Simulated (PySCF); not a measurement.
Si(OSiH3)(Me)(Cl)2 (CH₆Cl₂OSi₂), SMILES C[Si](Cl)(Cl)O[SiH3]. Geometry: PBE-D3(BJ)/def2-SVP. One conformer was computed; it need not be the lowest.

Computed equilibrium geometry at PBE-D3(BJ)/def2-SVP (PySCF confirms it by a frequency run) as bond lengths and angles (one conformer of several):
Atoms: C1 Si2 Cl3 Cl4 O5 Si6 H7 H8 H9 H10 H11 H12. Bond lengths (Å): C1–Si2 1.856, C1–H7 1.108, C1–H8 1.107, C1–H9 1.108, Si2–Cl3 2.081, Si2–Cl4 2.077, Si2–O5 1.655, O5–Si6 1.690, Si6–H10 1.503, Si6–H11 1.501, Si6–H12 1.499. Angles (°): Si2–C1–H7 109.9, Si2–C1–H8 110.4, Si2–C1–H9 110.0, H7–C1–H8 108.8, H7–C1–H9 108.9, H8–C1–H9 108.9, C1–Si2–Cl3 110.9, C1–Si2–Cl4 110.7, C1–Si2–O5 110.3, Cl3–Si2–Cl4 107.4, Cl3–Si2–O5 108.6, Cl4–Si2–O5 108.9, Si2–O5–Si6 136.9, O5–Si6–H10 110.2, O5–Si6–H11 109.6, O5–Si6–H12 107.1, H10–Si6–H11 109.9, H10–Si6–H12 110.2, H11–Si6–H12 109.8.
Charge 0, spin multiplicity 1.
